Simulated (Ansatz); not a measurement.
Cost and result for the atomization energy of CH₄AlBrGe (8 atoms, 9 bonds).

```xyz
8

Br   -2.142   -0.096    0.389
C    -0.202   -0.620    0.681
Al   -0.288   -0.676   -1.257
Ge    0.820    1.004    0.024
H    -0.141   -1.135    1.633
H    -0.671   -1.616   -2.460
H     2.296    0.782    0.419
H     0.329    2.358    0.571
```

Total charge 0; spin multiplicity 1. Correlated methods include outer-core shells of Br, Ge, which these sets cover unevenly. Scalar relativity is left out up to krypton. The bonds changed during the relaxation, so this is another structure than the one it started from. The structure was optimised at the PBE0-D4/def2-TZVP level. Program: Ansatz. All runs use 4 threads of an AMD EPYC 9R45 on a shared host. Times are those of one run each, without the atoms' runs, and a repeat can differ threefold. Electronic energies, without spin–orbit coupling; frozen cores. CCSD(T)/CBS adds CCSD(T) − MP2 in def2-TZVPP to the MP2 limit, and its time is that of the two runs behind it. T1 = 0.012. With those shells the extrapolation isn't a true limit. B3LYP takes the VWN-RPA correlation (the form of Gaussian; ORCA's B3LYP/G). HSE06 is the plane-wave form, built on full-range PBE exchange.

CCSD(T)/CBS is a level of theory with its own doubt, some kJ/mol a heavy atom from the limit and from the frozen cores, so smaller differences don't rank the functionals.

```tsv
level	functions	wall time
LDA (SPW92)/def2-TZVPP	225	0.65 s
revPBE-D4/def2-TZVPP	225	1 s
BLYP-D4/def2-TZVPP	225	1 s
PBE-D4/def2-TZVPP (with forces)	225	1.2 s
BHLYP-D4/def2-TZVPP	225	1.7 s
HSE06-D4/def2-TZVPP	225	1.9 s
B3LYP-D4/def2-TZVPP (with forces)	225	2.5 s
CCSD(T)/def2-SVP	116	3.6 s
B97M-V/def2-TZVPP	225	3.8 s
ωB97M-V/def2-TZVPP (with forces)	225	5.5 s
MP2/def2-QZVPP	425	10 s
CCSD(T)/def2-TZVPP	225	53 s
CCSD(T)/CBS(def2)	–	63 s
```

(1) What atomization energy does each give, and how far from CCSD(T)/CBS? (An estimate is asked.)

Results:

(1) The calculation gave: 
| level | atomization (kcal/mol) | difference from CCSD(T)/CBS | per bond |
| --- | --- | --- | --- |
| LDA (SPW92)/def2-TZVPP | 603.6 | 77.7 | 8.6 |
| revPBE-D4/def2-TZVPP | 514.5 | -11.4 | -1.3 |
| BLYP-D4/def2-TZVPP | 510.4 | -15.5 | -1.7 |
| PBE-D4/def2-TZVPP (with forces) | 528.5 | 2.6 | 0.3 |
| BHLYP-D4/def2-TZVPP | 501.8 | -24.1 | -2.7 |
| HSE06-D4/def2-TZVPP | 521.6 | -4.3 | -0.5 |
| B3LYP-D4/def2-TZVPP (with forces) | 513.8 | -12.1 | -1.3 |
| CCSD(T)/def2-SVP | 483.6 | -42.3 | -4.7 |
| B97M-V/def2-TZVPP | 530.3 | 4.4 | 0.5 |
| ωB97M-V/def2-TZVPP (with forces) | 518.4 | -7.5 | -0.8 |
| MP2/def2-QZVPP | 525.3 | -0.6 | -0.1 |
| CCSD(T)/def2-TZVPP | 510.6 | -15.3 | -1.7 |
| CCSD(T)/CBS(def2) | 525.9 | 0.0 | 0.0 |

From r2SCAN to r2SCAN0 (25 % exact exchange), in def2-TZVPP and without D4, the atomization energy moves by −9.2 kcal/mol: exact exchange takes away binding that semilocal exchange gives to molecules. In def2-TZVPP, CCSD(T) changes the Hartree–Fock value by +151.6 kcal/mol (the triples alone add +11.4 kcal/mol) and MP2 by +157.6 kcal/mol; breaking electron pairs costs correlation energy, which Hartree–Fock lacks. The D4 term adds +8.5 kcal/mol with B3LYP and +4.4 kcal/mol with PBE0; it sums over pairs of atoms, weighted by their polarisabilities, and B3LYP, whose exchange is more repulsive, gets the larger term.

For some Ge, Se and Sn compounds the MP2-based and the directly extrapolated limit differ by 10 to 25 kJ/mol.
